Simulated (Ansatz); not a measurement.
K2Se, relaxed as a triplet with UKS r2SCAN-D4/def2-TZVP in Ansatz, starting from the r2SCAN-D4/def2-TZVP geometry of the neutral singlet. Force threshold 0.02 eV/Å.

At r2SCAN-D4/def2-TZVP a singlet of charge 0 lies 1.31 eV below the triplet, each at its own geometry. The structure comes from a short search, and lower isomers may exist.

Start:

Cartesian coordinates in Å:
```
K -0.8387 2.2644 1.4375
K 0.4969 -2.4374 -1.3075
Se 0.3418 0.1730 -0.1300
```

| step | energy (eV) | largest force component (eV/Å) | SCF passes |
| --- | --- | --- | --- |
| 1 | -97997.1602 | 0.713 | 17 |
| 2 | -97997.3211 | 0.281 | 20 |
| 3 | -97997.3651 | 0.006 | 20 |
| 4 | -97997.3652 | 0.007 | 14 |
| 5 | -97997.3699 | 0.022 | 19 |
| 6 | -97997.3779 | 0.049 | 21 |
| 7 | -97997.3896 | 0.031 | 20 |
| 8 | -97997.4203 | 0.070 | 24 |
| 9 | -97997.4654 | 0.095 | 23 |
| 10 | -97997.5108 | 0.081 | 23 |
| 11 | -97997.5310 | 0.040 | 19 |
| 12 | -97997.5315 | 0.005 | 22 |

Force components are those of the run's own axes.

End:

```xyz
3

K    -1.170    1.385    1.267
K    -0.188   -2.072   -0.751
Se    1.358    0.687   -0.517
```

By distances, no bond broke or formed, bridged metal pairs apart. The bond that changes most is K2–Se3, from 2.87 to 3.17 Å (atoms count from 1). Metal–metal contacts that move far: K1–K2 5.61 to 4.12 Å.

The force fell under the threshold at step 3, but the optimiser went on and released 0.166 eV more. No frequencies were taken in this run, so the end may be a saddle point.

It took 51 s on 4 threads of Intel Xeon on a shared host.
